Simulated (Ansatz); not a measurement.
Species: C$_{8}$H$_{20}$Sn, SMILES `C[CH2][Sn]([CH2]C)([CH2]C)[CH2]C` (charge 0, multiplicity 1).

Question: Give a relaxed geometry from PBE0-D4/def2-SVP (Ansatz, a first-principles code).

Answer: This is not unique; one that fits is the end point of this relaxation, one of several conformers (outside a Z-matrix the atoms follow the SMILES, hydrogens last).
Z-matrix (Å, degrees):
```
Sn
C 1 2.1702
H 2 1.1023 1 107.91
H 2 1.1025 3 106.22 1 -115.02
C 2 1.5233 3 111.01 4 -120.64
H 5 1.1024 2 111.80 3 178.72
H 5 1.1025 6 106.87 2 -122.77
H 5 1.1033 6 106.94 7 -114.17
C 1 2.1706 2 110.59 3 -65.22
H 9 1.1027 1 107.75 2 58.27
H 9 1.1029 10 106.14 1 114.53
C 9 1.5236 10 110.93 11 120.46
H 12 1.1022 9 111.84 10 59.89
H 12 1.1025 13 106.92 9 -122.83
H 12 1.1033 13 106.86 14 -114.19
C 1 2.1711 2 108.02 3 176.57
H 16 1.1024 1 107.81 2 -178.85
H 16 1.1026 17 106.14 1 -115.18
C 16 1.5233 17 110.93 18 -120.63
H 19 1.1024 16 111.83 17 -61.33
H 19 1.1025 20 106.84 16 122.68
H 19 1.1034 20 106.89 21 114.16
C 1 2.1727 2 110.16 3 57.22
H 23 1.1028 1 107.47 2 -80.55
H 23 1.1029 24 106.14 1 -114.39
C 23 1.5240 24 110.95 25 -120.30
H 26 1.1021 23 111.83 24 179.34
H 26 1.1021 27 106.80 23 -122.90
H 26 1.1034 27 107.00 28 -114.21
```
